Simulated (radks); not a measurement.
Results of a calculation; reference values are marked as such.
Ionisation of the nickel ion Ni2+, [Ar] 3d8, to Ni3+, [Ar] 3d7, under several functionals. Non-relativistic Kohn-Sham, spin-polarised, spherical densities, point nucleus; open shells are filled with parallel spins first; a radial shooting solver on a logarithmic mesh with Libxc functionals.

\begin{tabular}{lrrrrrr}
functional & E(Ni2+) (hartree) & Exc (hartree) & IE (eV) & -e(HOMO) (eV) & <r> HOMO (bohr) & IE error (eV) \\ \hline
MS2 meta-GGA & -1507.12037 & -62.38562 & 35.676 & 27.037 & 0.9806 & +0.489 \\
exchange-only LDA & -1502.28261 & -57.43523 & 34.688 & 26.064 & 0.9833 & -0.499 \\
PBEsol & -1505.78727 & -61.01844 & 36.140 & 27.393 & 0.9750 & +0.953 \\
TPSS & -1507.34097 & -62.60451 & 35.934 & 27.187 & 0.9756 & +0.747 \\
Tao-Mo meta-GGA & -1506.92599 & -62.17310 & 35.695 & 27.019 & 0.9785 & +0.508 \\
revPBE & -1507.21221 & -62.47316 & 36.036 & 27.284 & 0.9762 & +0.849 \\
r2SCAN & -1507.26527 & -62.56080 & 35.753 & 27.103 & 0.9755 & +0.566 \\
\end{tabular}

NIST Atomic Spectra Database: 35.19 eV (measured). Closest: MS2 meta-GGA. The Delta-SCF values span 1.45 eV, the total energies 5.06 hartree. The highest occupied level is 3d. Open shells are spherical and high-spin; term and fine-structure splittings are not resolved.
